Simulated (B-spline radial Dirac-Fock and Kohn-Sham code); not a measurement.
# How the levels of rhenium move as electrons are removed

These are calculated numbers from a radial finite-basis atomic code; the model is Dirac-Fock energy differences between relaxed states, corrected for Breit and QED terms. Each ion is free and in its tabulated ground configuration. The model has no electron correlation.

Reference: Re⁴⁷⁺, [Ar] 3d10, with K (1s) 74184.8 eV, L2 (2p1/2) 14420.3 eV, M1 (3s) 5247.8 eV, M2 (3p1/2) 5004.2 eV, M3 (3p3/2) 4673.9 eV, Kα1 (K-L3) 61195.8 eV, Kβ1 (K-M3) 69511.0 eV, Lℓ (L3-M1) 7741.2 eV. Shifts from it, in eV (a dash: the subshell is empty, belongs to an open shell averaged over j, or its hole state is left out as unreliable):

| ion | configuration | K (1s) | L2 (2p1/2) | M1 (3s) | M2 (3p1/2) | M3 (3p3/2) | Kα1 | Kβ1 | Lℓ |
| --- | --- | --- | --- | --- | --- | --- | --- | --- | --- |
| Re⁴⁸⁺ | [Ar] 3d9 | ? | ? | ? | ? | ? | ? | ? | ? |
| Re⁴⁹⁺ | [Ar] 3d8 | +334.8 | +327.2 | +243.2 | +247.1 | +239.0 | +10.65 | +95.79 | +80.96 |
| Re⁵⁰⁺ | [Ar] 3d7 | +505.8 | +494.1 | +366.5 | +372.5 | +360.4 | +16.42 | +145.43 | +122.82 |
| Re⁵¹⁺ | [Ar] 3d6 | +679.2 | +663.2 | +491.1 | +499.3 | +483.0 | +22.51 | +196.24 | +165.60 |
| Re⁵²⁺ | [Ar] 3d5 | +855.1 | +834.5 | +616.9 | +627.4 | +606.9 | +28.92 | +248.21 | +209.29 |
| Re⁵³⁺ | [Ar] 3d4 | +1033.4 | +1007.9 | +743.8 | +756.8 | +732.0 | +35.65 | +301.36 | +253.90 |
| Re⁵⁴⁺ | [Ar] 3d3 | +1214.1 | +1183.5 | +872.0 | +887.5 | +858.4 | +42.71 | +355.68 | +299.41 |
| Re⁵⁵⁺ | [Ar] 3d2 | +1397.3 | +1361.3 | +1001.3 | +1019.5 | +986.1 | +50.11 | +411.17 | +345.84 |
| Re⁵⁶⁺ | [Ar] 3d1 | +1582.8 | +1541.2 | +1131.8 | +1152.7 | +1115.0 | +57.86 | +467.84 | +393.17 |

Q: Give the missing shifts for Re⁴⁸⁺.

A: K (1s) +166.2, L2 (2p1/2) +162.5, M1 (3s) +121.0, M2 (3p1/2) +122.9, M3 (3p3/2) +118.9, Kα1 +5.17, Kβ1 +47.32, Lℓ +40.02 (eV).

Over this range K (1s) moves by +1582.8 eV and Kα1 by +57.9 eV: a line is a difference of two levels that shift in the same direction.
